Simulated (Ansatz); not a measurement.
Reaction (SMILES): [PH]B(O)O -> [O]B(O)P

Wanted: isomerisation energy (electronic), in kcal/mol. Conventions: UHF or UKS for open shells; non-relativistic; six Cartesian d functions in 6-31G* and its kin unless marked 5d; dispersion terms only where a functional's name holds one; no spin-orbit coupling. Ab initio and DFT rows: single points at B3LYP-D3(BJ) geometries (Ansatz, an electronic-structure program).

```json
[
 {"species": "OB(O)[PH]", "coefficient": "-1", "E at PBE/6-31G* (Ansatz), Eh": "-518.12875", "E at B3LYP/def2-TZVPD (Ansatz), Eh": "-518.63838"},
 {"species": "[O]B(O)P", "coefficient": "+1", "E at PBE/6-31G* (Ansatz), Eh": "-518.11090", "E at B3LYP/def2-TZVPD (Ansatz), Eh": "-518.61078"}
]
```

 1 Eh = 627.5095 kcal/mol.

Task: Work the quantity out at each level.

Result: 
- PBE/6-31G*: the sum of coefficient times E is 0.01785 Eh, or 11.20 kcal/mol. Result: 11.2 kcal/mol.
- B3LYP/def2-TZVPD: the sum of coefficient times E is 0.02760 Eh, or 17.32 kcal/mol. Result: 17.3 kcal/mol.
